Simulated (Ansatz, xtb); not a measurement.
# Two isomers of C2H10B2Si

Structure I: `BC[SiH2]CB`, a singlet. Structure II: `BCBC[SiH3]`, a singlet. Both are isolated molecules in the gas phase, relaxed with PBE0-D3(BJ)/def2-SVP; each stands in its lowest conformer found.

I (Å):

```xyz
15

C     0.8597   -1.9258    1.3672
C    -1.0165   -2.0658   -1.1802
B     0.7875   -0.3919    1.2728
B     0.2023   -2.5487   -1.9854
Si   -0.7502   -2.6104    0.6220
H     0.2573    0.2558    2.1485
H     1.1873    0.1884    0.2880
H     0.8624   -2.3193    2.3970
H     1.6682   -2.3847    0.7749
H    -1.9207   -2.1424    1.4256
H    -0.6991   -4.1024    0.6991
H    -1.9683   -2.5449   -1.4630
H    -1.1323   -0.9706   -1.1352
H     1.1890   -1.8549   -2.0928
H     0.2266   -3.6632   -2.4593
```

II (Å):

```xyz
15

C    -0.1372   -0.3417   -2.1175
C    -1.2473   -0.0058    0.3533
B     1.3361   -0.7818   -1.8639
B    -0.5204    0.5596   -0.8945
Si    0.1862   -0.4509    1.5146
H     2.2150    0.0474   -1.7808
H     1.6369   -1.9493   -1.7546
H    -0.8207   -1.1825   -2.2978
H    -0.0800    0.3361   -2.9912
H    -0.1106    1.7024   -0.8650
H    -1.8231   -0.9275    0.1740
H    -1.8573    0.7297    0.9009
H    -0.2495   -1.4517    2.5344
H     0.7109    0.7653    2.2010
H     1.3121   -1.0590    0.7283
```

Task: Estimate which is lower in electronic energy at CCSD(T)/def2-SVP + ΔMP2/def2-TZVPP, and by roughly how much.

Result: The CCSD(T)/def2-SVP + ΔMP2/def2-TZVPP calculation puts structure II lower, by 0.077 eV.

The same difference at several levels:

```tsv
level	geometry	E(II) − E(I) (eV)	departure from the last row (eV)	job, with rough time for the two
GFN2-xTB	GFN2-xTB	−0.139	−0.062	optimisation, 2.4 s
HF/STO-3G	GFN2-xTB	−0.031	+0.046	single point, 1.5 s
r2SCAN-D4/def2-SVP	GFN2-xTB	−0.173	−0.096	single point, 9 s
PBE0-D3(BJ)/def2-SVP	PBE0-D3(BJ)/def2-SVP	−0.173	−0.096	optimisation, 5.9 min
HF/def2-SVP	PBE0-D3(BJ)/def2-SVP	−0.070	+0.007	part of the CCSD(T) run
MP2/def2-SVP	PBE0-D3(BJ)/def2-SVP	−0.152	−0.075	part of the CCSD(T) run
CCSD(T)/def2-SVP	PBE0-D3(BJ)/def2-SVP	−0.172	−0.095	single point
CCSD(T)/def2-SVP + ΔMP2/def2-TZVPP	PBE0-D3(BJ)/def2-SVP	−0.077		single point, 82 s
```

As drawn, II has 1 C–B, 1 Si–H in place of 1 C–Si, 1 B–H.

The levels shown agree on the order. The largest departure from CCSD(T)/def2-SVP + ΔMP2/def2-TZVPP is that of PBE0-D3(BJ)/def2-SVP, 0.096 eV. The last row adds to CCSD(T) the change of the MP2 difference between the two basis sets, here +0.095 eV.

With thermal terms from frequencies at re-optimised GFN2-xTB minima (ideal gas, soft modes damped towards free rotors, one conformer each, 298.15 K, 1 atm): the zero-point term adds −0.013 eV; ΔH is −0.091 and ΔG −0.114 eV.

The correlated steps freeze 9 core orbitals. Run with Ansatz 0.2.0, xtb 6.7.1; the last row on 2 threads of Intel(R) Xeon(R) Processor @ 2.50GHz (Skylake/Cascade Lake) on a shared host.
